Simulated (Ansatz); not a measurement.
Ansatz (a first-principles code) input (RI-MP2/aug-cc-pV(Q+d)Z):
A basis named .json is the Basis Set Exchange file of that set.

Ansatz 0.2 input:
```yaml
crystal:
  periodic: [false, false, false]
  atoms:
    - {symbol: Si, position_ang: [-0.00000000, -0.00000000, -1.18991524]}
    - {symbol: C, position_ang: [0.00000000, 0.00000000, 0.65490404]}
    - {symbol: N, position_ang: [0.00000000, 0.00000000, 1.81848417]}
basis:
  gaussian:
    orbitals: aug-cc-pV_Q+d_Z.json
    fitting: {mean_field: def2-universal-jkfit, correlation: aug-cc-pVQZ-RIFIT.json}
magnetization: {spin_polarized: true, initial_magnetization: 1}
correlation: {method: mp2, electrons: outside_noble_gas}
```

Output:

```
Functional definition: HF
integrals: 0.22 GiB planned
280 factors; integrals over basis functions are off by at most 1.1e0 eV
530 factors; integrals over basis functions are off by at most 5.4e-1 eV
mean field: 0.68 GiB planned
mean field evaluation 1: about -10369.1811 eV, gradient 2.6e1 eV
mean field evaluation 2: about -10371.1033 eV, gradient 2.3e1 eV
mean field evaluation 4: about -10373.7908 eV, gradient 2.2e0 eV
mean field evaluation 8: about -10373.8817 eV, gradient 5.0e-1 eV
mean field evaluation 16: about -10373.8937 eV, gradient 1.0e-4 eV
mean field evaluation 32: about -10373.2134 eV, gradient 5.3e0 eV
mean field evaluation 64: about -10373.8937 eV, gradient 2.1e-6 eV
mean field -10373.89368110 eV, -381.2335611027 hartree, gradient 2.1e-6 eV, S^2 0.898445; 7 other end points of the search recorded, 0 dependent functions left out
7 core orbitals not correlated
reference -10373.89368110 eV, -381.2335611027 hartree; 7, 6 occupied and 235, 236 virtual orbitals, 530 factors
second order -11.45744933 eV of doubles, -0.00000000 eV of singles
Total energy: -10385.35113043 eV, -381.6546145995 hartree
```

It need not be the lowest isomer of its formula.

The determinant is spin-contaminated: <S^2> is 0.90 against 0.75 for a pure state.
